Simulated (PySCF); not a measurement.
Compound: C8H8Si.
SMILES with atom numbers: `[CH:1]1=[CH:2][c:3]2[cH:4][cH:5][cH:6][cH:7][c:8]2[SiH2:9]1` (hydrogens: H10 on C1; H11 on C2; H12 on C4; H13 on C5; H14 on C6; H15 on C7; H16, H17 on Si9)

The same species was optimised twice, with GFN2-xTB and with PBE0-D3(BJ)/def2-SVP (PySCF), and the same property calculations (PySCF, gas phase) were run on both structures.

```json
{"coordinate": "C2–C3 (Å)", "GFN2-xTB": "1.456", "PBE0-D3(BJ)/def2-SVP": "1.475", "change": "+0.019"}
{"coordinate": "C1=C2 (Å)", "GFN2-xTB": "1.338", "PBE0-D3(BJ)/def2-SVP": "1.350", "change": "+0.012"}
{"coordinate": "C1–Si9 (Å)", "GFN2-xTB": "1.884", "PBE0-D3(BJ)/def2-SVP": "1.873", "change": "-0.011"}
{"coordinate": "C7–C8 (Å)", "GFN2-xTB": "1.379", "PBE0-D3(BJ)/def2-SVP": "1.391", "change": "+0.012"}
{"coordinate": "C6–C7 (Å)", "GFN2-xTB": "1.390", "PBE0-D3(BJ)/def2-SVP": "1.399", "change": "+0.009"}
{"coordinate": "C5–C6 (Å)", "GFN2-xTB": "1.384", "PBE0-D3(BJ)/def2-SVP": "1.394", "change": "+0.010"}
{"coordinate": "C4–C5 (Å)", "GFN2-xTB": "1.386", "PBE0-D3(BJ)/def2-SVP": "1.396", "change": "+0.010"}
{"coordinate": "C3–C4 (Å)", "GFN2-xTB": "1.386", "PBE0-D3(BJ)/def2-SVP": "1.396", "change": "+0.010"}
{"coordinate": "C3–C8 (Å)", "GFN2-xTB": "1.407", "PBE0-D3(BJ)/def2-SVP": "1.416", "change": "+0.009"}
{"coordinate": "C8–Si9 (Å)", "GFN2-xTB": "1.888", "PBE0-D3(BJ)/def2-SVP": "1.881", "change": "-0.007"}
{"coordinate": "C1–Si9–C8 (°)", "GFN2-xTB": "89.0", "PBE0-D3(BJ)/def2-SVP": "92.2", "change": "+3.2"}
{"coordinate": "C2–C1–Si9 (°)", "GFN2-xTB": "110.7", "PBE0-D3(BJ)/def2-SVP": "108.1", "change": "-2.6"}
{"coordinate": "C3–C8–Si9 (°)", "GFN2-xTB": "109.0", "PBE0-D3(BJ)/def2-SVP": "106.8", "change": "-2.2"}
{"coordinate": "C7–C8–Si9 (°)", "GFN2-xTB": "131.7", "PBE0-D3(BJ)/def2-SVP": "133.6", "change": "+1.9"}
{"coordinate": "C1–C2–C3 (°)", "GFN2-xTB": "116.7", "PBE0-D3(BJ)/def2-SVP": "117.8", "change": "+1.1"}
{"coordinate": "C2–C3–C8 (°)", "GFN2-xTB": "114.6", "PBE0-D3(BJ)/def2-SVP": "115.0", "change": "+0.4"}
{"coordinate": "C3–C8–C7 (°)", "GFN2-xTB": "119.3", "PBE0-D3(BJ)/def2-SVP": "119.5", "change": "+0.2"}
{"coordinate": "C4–C3–C8 (°)", "GFN2-xTB": "120.4", "PBE0-D3(BJ)/def2-SVP": "120.2", "change": "-0.2"}
```

Rotational constants: A = 3006, B = 1245, C = 889.7 MHz (GFN2-xTB) against A = 3005, B = 1226, C = 879.6 MHz (PBE0-D3(BJ)/def2-SVP). Point groups within 0.08 Å: Cs and Cs.

On the GFN2-xTB structure: lowest singlet, TDDFT (eV) 4.50 [CAM-B3LYP/def2-SVPD]; lowest triplet, Tamm–Dancoff (eV) 3.06 [CAM-B3LYP/def2-SVPD]; isotropic polarisability (au) 114.3 [CAM-B3LYP/def2-SVPD]; HOMO (eV) -7.71 [CAM-B3LYP/def2-SVPD]; LUMO (eV) -0.28 [CAM-B3LYP/def2-SVPD]; dipole (D) 0.28 [CAM-B3LYP/def2-SVPD]; HOMO (eV) -6.58 [PBE0/pcSseg-1]; LUMO (eV) -1.38 [PBE0/pcSseg-1]; dipole (D) 0.26 [PBE0/pcSseg-1]; GIAO shielding of C1 (ppm) 53.4 [PBE0/pcSseg-1]; GIAO shielding of C2 (ppm) 26.4 [PBE0/pcSseg-1]; GIAO shielding of C3 (ppm) 31.2 [PBE0/pcSseg-1]; GIAO shielding of C4 (ppm) 56.9 [PBE0/pcSseg-1]; GIAO shielding of C5 (ppm) 51.2 [PBE0/pcSseg-1]; GIAO shielding of C6 (ppm) 54.5 [PBE0/pcSseg-1]; GIAO shielding of C7 (ppm) 46.8 [PBE0/pcSseg-1]; GIAO shielding of C8 (ppm) 47.2 [PBE0/pcSseg-1].

Task: What do these properties become on the PBE0-D3(BJ)/def2-SVP structure?

Result: 
| property | level | on GFN2-xTB | on PBE0-D3(BJ)/def2-SVP | change |
| --- | --- | --- | --- | --- |
| lowest singlet, TDDFT (eV) | CAM-B3LYP/def2-SVPD | 4.50 | 4.50 | 0.00 |
| lowest triplet, Tamm–Dancoff (eV) | CAM-B3LYP/def2-SVPD | 3.06 | 3.04 | -0.02 |
| isotropic polarisability (au) | CAM-B3LYP/def2-SVPD | 114.3 | 116.6 | +2.3 |
| HOMO (eV) | CAM-B3LYP/def2-SVPD | -7.71 | -7.79 | -0.08 |
| LUMO (eV) | CAM-B3LYP/def2-SVPD | -0.28 | -0.38 | -0.10 |
| dipole (D) | CAM-B3LYP/def2-SVPD | 0.28 | 0.63 | +0.35 |
| energy, GFN2-xTB geometry as zero (kcal/mol) | CAM-B3LYP/def2-SVPD | 0.0 | -1.7 | -1.7 |
| HOMO (eV) | PBE0/pcSseg-1 | -6.58 | -6.66 | -0.08 |
| LUMO (eV) | PBE0/pcSseg-1 | -1.38 | -1.47 | -0.09 |
| dipole (D) | PBE0/pcSseg-1 | 0.26 | 0.61 | +0.35 |
| energy, GFN2-xTB geometry as zero (kcal/mol) | PBE0/pcSseg-1 | 0.0 | -1.3 | -1.3 |
| GIAO shielding of C1 (ppm) | PBE0/pcSseg-1 | 53.4 | 51.9 | -1.5 |
| GIAO shielding of C2 (ppm) | PBE0/pcSseg-1 | 26.4 | 22.3 | -4.1 |
| GIAO shielding of C3 (ppm) | PBE0/pcSseg-1 | 31.2 | 28.8 | -2.4 |
| GIAO shielding of C4 (ppm) | PBE0/pcSseg-1 | 56.9 | 54.1 | -2.8 |
| GIAO shielding of C5 (ppm) | PBE0/pcSseg-1 | 51.2 | 48.6 | -2.6 |
| GIAO shielding of C6 (ppm) | PBE0/pcSseg-1 | 54.5 | 51.4 | -3.1 |
| GIAO shielding of C7 (ppm) | PBE0/pcSseg-1 | 46.8 | 45.2 | -1.6 |
| GIAO shielding of C8 (ppm) | PBE0/pcSseg-1 | 47.2 | 47.1 | -0.1 |

The heavy atoms differ by 0.026 Å rms after alignment. Among bonds between heavy atoms C2–C3 changes most (+0.019 Å). Changes are differences of the printed values. Neither structure is proved a minimum here.
